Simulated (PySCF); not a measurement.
PySCF job for CH₄ClGaO, SMILES C[O][GaH][Cl], IEF-PCM-B3LYP/def2-SVP. Geometry optimised at PBE0-D3(BJ)/def2-SVP. The structure was generated by enumeration; whether it is a known compound was not checked. Other conformers were not sampled.

```python
import numpy as np
from pyscf import gto, scf, dft
from pyscf.solvent import pcm

mol = gto.M(
    atom='''
    Ga   -0.46577190   -0.05633548   -0.00000000
    H    -2.00548771    0.13769257    0.00000000
    Cl    0.47229964   -1.97583782    0.00000000
    O     0.69266584    1.28336021   -0.00000000
    C     0.34765966    2.63847136   -0.00000000
    H     0.76652872    3.13966211   -0.89037677
    H     0.76652872    3.13966211    0.89037678
    H    -0.74501931    2.82091604    0.00000000
    ''',
    basis='def2-SVP',
    charge=0,
    spin=0,
    max_memory=1600,
    verbose=3,
)
mf = dft.RKS(mol, xc='b3lyp').density_fit(auxbasis='def2-universal-jkfit')
mf.grids.level = 3
mf.conv_tol = 1e-9
mf.max_cycle = 100
mf.kernel()
res = {}
for name, eps in {'water': 78.355, 'diethylether': 4.24, 'benzene': 2.2706}.items():
    s = mf.PCM()
    s.with_solvent.method, s.with_solvent.eps, s.with_solvent.lebedev_order = 'IEF-PCM', eps, 29
    s.kernel(mf.make_rdm1())
    res[name] = (s.e_tot, eps, s.dip_moment(), s.mo_energy, s.converged)
    print(f'{name}: electrostatic solvation free energy {(s.e_tot - mf.e_tot) * 627.509474:.3f} kcal/mol')
```

Output:

```
converged SCF energy = -2500.43830159077

WARN: PCM is an experimental feature. It is still in testing.
Features and APIs may be changed in the future.

converged SCF energy = -2500.4462818266
Dipole moment(X, Y, Z, Debye): -2.40224,  2.30136, -0.00000
water: electrostatic solvation free energy -5.008 kcal/mol

WARN: PCM is an experimental feature. It is still in testing.
Features and APIs may be changed in the future.

converged SCF energy = -2500.44357643647
Dipole moment(X, Y, Z, Debye): -2.16648,  2.16136, -0.00000
diethylether: electrostatic solvation free energy -3.310 kcal/mol

WARN: PCM is an experimental feature. It is still in testing.
Features and APIs may be changed in the future.

converged SCF energy = -2500.44171805013
Dipole moment(X, Y, Z, Debye): -2.01517,  2.05753, -0.00000
benzene: electrostatic solvation free energy -2.144 kcal/mol
```

The run converged.
